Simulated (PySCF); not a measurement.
Sn(Pgl)(OH)3 (C₃H₆O₃Sn), SMILES [OH][Sn]([CH2]C#C)([OH])[OH].

The structure is a stationary point at PBE-D3(BJ)/def2-SVP. The def2 effective core potentials stand for the cores of Sn; spin–orbit coupling is left out. One conformer was computed; it need not be the lowest.

Computed with CAM-B3LYP/def2-TZVP (PySCF).

Isolated molecule, no solvent.

Computed frontier levels, gap, dipole moment:
The highest occupied level comes out as -9.08 eV and the lowest empty level is -0.70 eV. The orbital gap comes out as 8.38 eV and the dipole moment is 1.85 D. The quadrupole, principal values (traceless, Buckingham form, about the centre of nuclear charge) comes out as -4.98, -1.94, 6.92 D·Å.
